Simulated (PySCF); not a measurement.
C5H7F3O.
Bonds: C1–O2, O2–C3, C3–C4, C4–F5, C4–F6, C4–F7, C3–C8, C8–C9, C3–C9. Hydrogens: H10, H11, H12 on C1; H13, H14 on C8; H15, H16 on C9.

Probes without a nucleus sit at each ring's centroid and 1 Å off its mean plane on both sides; NICS is minus the shielding there, NICSzz its component along the normal. Level: GIAO PBE0/pcSseg-1 (PySCF, non-relativistic, gas phase) on the PBE0-D3(BJ)/def2-SVP geometry, one conformer.

Ring bond lengths (Å), with Mayer bond orders in brackets: C3–C8 1.501 (0.92), C8–C9 1.502 (0.97), C9–C3 1.492 (0.93).

What do the NICS probes read (ppm)?

```
    ring                                            type  NICS(0)  NICS(1), two faces  NICS(1)zz, two faces  rms pucker (Å)  centre to ring atoms, mean (Å)
C3–C8–C9  3-membered carbocycle; formal bonds all single    -41.1         -7.4 / -9.6         -17.8 / -25.8            0.00                            0.87
```

What can be read from them?

- C3–C8–C9: mean NICS(1)zz -21.8 ppm, shielded. C3, C8, C9 have four or more neighbours, and the NICS criterion for π rings isn't applied. The two faces differ by 8.0 ppm, so no symmetry operation interchanges them. NICS(0) lies 33 ppm below the mean NICS(1).

At the first NICS(1) probe listed for ring C3–C8–C9, 1 Å off the ring, what do the in-plane components average?

The isotropic value is a third of the trace: (3 × -7.4 − (-17.8))/2 = -2.2 ppm.

How shielded are the nuclei of the rings and their hydrogens (means over atoms taken as equivalent)?

| atoms | environment | σ isotropic (ppm) |
| --- | --- | --- |
| C3 | sp3 carbon bound to oxygen | 124.7 |
| C8 (×2) | three-membered-ring carbon | 172.6 |
| H13 (×2) | methylene hydrogen | 30.31 |
| H14 (×2) | methylene hydrogen | 30.39 |

How do the values depend on the level or the medium?

```csv
level,"NICS(0), C3–C8–C9","mean NICS(1)zz, C3–C8–C9"
"PBE0/pcSseg-1, gas",-41.1,-21.8
"wB97X-D/pcSseg-1, gas",-40.9,-21.8
```

The geometry is the same throughout.

The run took 33 s of wall time (with the writing of density and orbital grids) on Arm Neoverse V2, one thread, shared host with 96 logical CPUs at a one-minute load of 65, and the process peaked at 1.0 GiB of memory. This is the whole shielding run at PBE0/pcSseg-1, SCF included.

Shape of the structure used: `[CH3:1][O:2][C:3]1([C:4]([F:5])([F:6])[F:7])[CH2:8][CH2:9]1`: C1–O2–C3–C4 79°, O2–C3–C4–F5 56°.
